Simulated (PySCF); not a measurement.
CH6ClNOSi2. Atoms are numbered in the order given.

```xyz
12

O      1.3086     0.7856     1.5507
Si     0.4392     0.0993     0.3187
Cl     1.7601    -0.8549    -0.9751
C     -0.9560    -1.0210     0.9571
N     -2.0192    -0.3609     0.1980
Si    -1.4490     1.0429    -0.6714
H      2.0862     1.3009     1.3150
H     -0.8203    -2.0864     0.6955
H     -1.0750    -0.9508     2.0551
H     -2.9594    -0.7327     0.2739
H     -1.9687     2.3702    -0.2016
H     -1.6444     1.0089    -2.1569
```
Charge 0, spin multiplicity 1.

Geometry optimised at PBE0-D3(BJ)/def2-SVP. The structure was generated by enumeration; whether it is a known compound was not checked. The values are those of a single conformer.

Calculation: PBE/def2-TZVP (PySCF).

Atomic charges (e):

```json
[
 {"atom": "O1", "Mulliken": "-0.47", "meta-Löwdin": "-0.71"},
 {"atom": "Si2", "Mulliken": "0.48", "meta-Löwdin": "0.88"},
 {"atom": "Cl3", "Mulliken": "-0.23", "meta-Löwdin": "-0.30"},
 {"atom": "C4", "Mulliken": "-0.18", "meta-Löwdin": "-0.36"},
 {"atom": "N5", "Mulliken": "-0.36", "meta-Löwdin": "-0.54"},
 {"atom": "Si6", "Mulliken": "0.11", "meta-Löwdin": "0.40"},
 {"atom": "H7", "Mulliken": "0.31", "meta-Löwdin": "0.36"},
 {"atom": "H8", "Mulliken": "0.11", "meta-Löwdin": "0.12"},
 {"atom": "H9", "Mulliken": "0.10", "meta-Löwdin": "0.11"},
 {"atom": "H10", "Mulliken": "0.20", "meta-Löwdin": "0.23"},
 {"atom": "H11", "Mulliken": "-0.04", "meta-Löwdin": "-0.10"},
 {"atom": "H12", "Mulliken": "-0.03", "meta-Löwdin": "-0.09"}
]
```

**Question.** Give the Mayer and Wiberg (Löwdin basis) orders of the bonds. (The exact figures need the calculation; the answer reports its results.)

**Answer.** 
```json
[
 {"bond": "O1–Si2", "Mayer": "1.25", "Wiberg": "1.71"},
 {"bond": "Si2–Cl3", "Mayer": "1.13", "Wiberg": "1.78"},
 {"bond": "Si2–C4", "Mayer": "0.93", "Wiberg": "1.06"},
 {"bond": "C4–N5", "Mayer": "1.00", "Wiberg": "1.36"},
 {"bond": "Si2–Si6", "Mayer": "0.91", "Wiberg": "0.99"},
 {"bond": "N5–Si6", "Mayer": "1.18", "Wiberg": "1.42"},
 {"bond": "O1–H7", "Mayer": "0.88", "Wiberg": "1.02"},
 {"bond": "C4–H8", "Mayer": "0.93", "Wiberg": "0.88"},
 {"bond": "C4–H9", "Mayer": "0.92", "Wiberg": "0.88"},
 {"bond": "N5–H10", "Mayer": "0.90", "Wiberg": "0.91"},
 {"bond": "Si6–H11", "Mayer": "0.89", "Wiberg": "0.94"},
 {"bond": "Si6–H12", "Mayer": "0.90", "Wiberg": "0.94"}
]
```
